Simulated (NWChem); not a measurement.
System: AlGeH4OF; SMILES [OH][Al]([F])[GeH3]

```xyz
8

Al    -0.1826     0.9984    -0.0249
F      1.1365     2.0037    -0.1668
Ge     0.0544    -1.4515    -0.0001
H      0.5400    -1.9842    -1.3711
H      1.0918    -1.9124     1.0529
H     -1.2859    -2.1515     0.3233
O     -1.7298     1.7108     0.0990
H     -1.8440     2.6703     0.0857
```
Atoms are numbered in this order, from 1.

Level: B3LYP/6-31G* (spherical d) (NWChem), optimised geometry, unscaled harmonic frequencies. B3LYP is NWChem's, with the RPA form of VWN correlation.

| frequency (cm⁻¹) | IR intensity (km/mol) |
|---|---|
| 44 | 0.0 |
| 126 | 0.7 |
| 193 | 27.0 |
| 198 | 14.1 |
| 336 | 36.1 |
| 370 | 171.5 |
| 435 | 6.9 |
| 436 | 3.8 |
| 655 | 134.1 |
| 783 | 289.7 |
| 820 | 18.5 |
| 880 | 15.9 |
| 880 | 24.8 |
| 916 | 111.4 |
| 2098 | 75.5 |
| 2108 | 129.3 |
| 2119 | 126.0 |
| 3822 | 58.9 |

| Quantity | Result |
|---|---|
| zero-point energy | 24.6 kcal/mol |
| thermal correction to the enthalpy at 298.15 K (with zero-point energy) | 29.7 kcal/mol |
| heat capacity Cv | 23.2 cal/(mol K) |
| entropy at 298.15 K and 1 atm (symmetry number 1) | 86.0 cal/(mol K) |
| dipole moment | 0.67 D |

Rigid rotor and harmonic oscillator; modes under 100 cm⁻¹ make the entropy uncertain.
